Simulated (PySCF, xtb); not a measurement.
F3HOZr, SMILES [F][Zr]([OH])([F])[F], multiplicity 1. One conformer was computed; it need not be the lowest.

Harmonic wavenumbers (cm⁻¹) from GFN2-xTB (xtb) at its own minimum, in rising order: 50, 67, 154, 155, 159, 207, 214, 511, 553, 553, 634, 3611.

Q: What does PySCF with PBE-D3(BJ)/def2-SVP give at its own minimum? (An estimate is asked for; the answer gives what the named calculation found.)

A: 154, 154, 166, 166, 169, 273, 273, 656, 676, 676, 743, 3872. Paired by order, the mean absolute difference is 92 cm⁻¹ and the zero-point energies are 9.8 and 11.4 kcal/mol.
